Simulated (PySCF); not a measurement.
LC-wPBE on Cu+ (copper, charge +1)

Configuration: [Ar] 3d9 4s1, high-spin 3D determinant (an excited configuration). Computed with PySCF 2.14 in aug-cc-pVTZ-PP with one added diffuse shell each of s, p, d, f, g type with ECP10MDF (7s7p6d4f3g, 113 functions), with scalar relativity through the core potential.

- Total energy: -196.9402 hartree
- One-electron energy: -345.6157 hartree
- Hartree (Coulomb) energy: 167.2668 hartree
- Exchange-correlation energy: -18.5913 hartree
- ⟨S²⟩: 2.0003
- ⟨L²⟩: 6.011
- Sum of ⟨r⟩: 16.82 bohr
- Sum of ⟨r²⟩: 22.43 bohr²
- Traceless quadrupole moment −½Σ⟨3z² − r²⟩ along its main axis: -0.256 e·bohr²
- Time after the integrals: about 5 core-seconds

```csv
shell,electrons,mean orbital energy (hartree),spread (hartree),"rms radius, mean of both spins (bohr)"
3s α,1,-5.01546,0,0.767
3s β,1,-4.96337,0,0.767
3p α,3,-3.42860,0.08166,0.815
3p β,3,-3.37391,0.02542,0.815
3d α,5,-0.91088,0.09360,1.07
3d β,4,-0.86241,0.05730,1.07
4s α,1,-0.64168,0,2.63
```

Energies and moments cover only the electrons outside the core potential.
